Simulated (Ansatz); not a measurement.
The same path of AlBrClF2H (6 atoms, charge 0, multiplicity 1) was run twice with different band settings. Lost on the way: Br5–H6. Made: Cl2–H6.

Computed with RKS r2SCAN-D4/def2-SVP (Ansatz 0.2.0).

Relaxed end points:

```xyz
6
Properties=species:S:1:pos:R:3
Al 0.002 -0.008 0.160
Cl -0.011 0.667 2.154
F 1.419 0.090 -0.692
F -1.426 -0.008 -0.679
Br 0.094 -2.595 0.788
H 0.098 -2.174 2.157
```

```xyz
6
Properties=species:S:1:pos:R:3
Al 0.020 -0.540 -0.128
Cl 0.014 0.098 2.309
F 1.416 0.225 -0.584
F -1.432 0.127 -0.565
Br 0.099 -2.768 0.256
H 0.060 -1.170 2.599
```

Common settings: movable images 9; climbing image yes; optimiser quadratic models (default); start path through a guess of the saddle point; force threshold 0.03 eV/Å; iteration limit 60; end points relaxed.

| run | spring |
| --- | --- |
| 1 | 5.0 eV/Å² |
| 2 | 20.0 eV/Å² |

Task: What does each run give, and how far can it be trusted?

Result: Run 1: converged after 13 iterations, highest image 0.131 eV above the first end. A vibrational analysis at the climbing image gives one clearly imaginary mode, 312i cm⁻¹: a first-order saddle point.
Run 2: converged after 9 iterations, highest image 0.131 eV above the first end. Another band between the same ends (9 images) ends at a top of the same energy, where a vibrational analysis finds 1 clearly imaginary mode.
The orbitals stay closed-shell, which can raise the energy where a bond breaks towards radicals; this wasn't checked here.
